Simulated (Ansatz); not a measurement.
This geometry of Cl3HOTi + H2S (9 atoms, charge 0, multiplicity 1) is a first-order saddle point.

Method: RKS B3LYP/def2-SVP in Ansatz 0.2.0.

```xyz
9
Properties=species:S:1:pos:R:3
Ti 0.073 -0.322 -0.056
O -0.065 -0.302 1.899
H -0.493 0.343 2.483
Cl 1.852 0.508 -0.999
Cl -1.343 1.390 -0.066
Cl -0.960 -1.790 -1.306
S 1.536 -2.245 1.090
H 0.556 -3.178 1.044
H 0.694 -1.218 2.060
```

Task: Which two structures does it join? (They come from a converged band through this point; their orientation in space is the band's.)

Result: Bonds broken: S7–H9. Bonds formed: Ti1–S7, O2–H9. Cl3HOTi + H2S becomes Cl3H3OSTi.

Image 0:

```xyz
9
Properties=species:S:1:pos:R:3
Ti -0.255 0.271 -0.150
O -0.225 0.061 1.590
H -0.113 0.597 2.388
Cl 1.721 0.899 -0.836
Cl -1.683 1.858 -0.620
Cl -0.867 -1.615 -1.093
S 1.625 -3.210 1.843
H 0.840 -3.460 0.770
H 0.807 -2.215 2.256
```

Image 10:

```xyz
9
Properties=species:S:1:pos:R:3
Ti 0.455 -0.424 -0.109
O -0.520 -1.027 1.911
H -1.420 -1.316 1.687
Cl 1.473 0.053 -1.979
Cl 0.495 1.557 0.934
Cl -1.505 -1.207 -0.858
S 2.040 -1.962 0.492
H 1.442 -2.289 1.662
H -0.610 -0.199 2.410
```

Task: How far does it lie above each of them?

Result: 0.76 eV above the first and 0.67 eV above the second. This is the barrier of this one path; another mechanism may lie lower. The orbitals stay closed-shell, which can raise the energy where a bond breaks towards radicals; this wasn't checked here.

Time of the run: 15 min on 4 threads of Arm Neoverse V2, with other jobs on the host, peak memory 0.44 GiB.
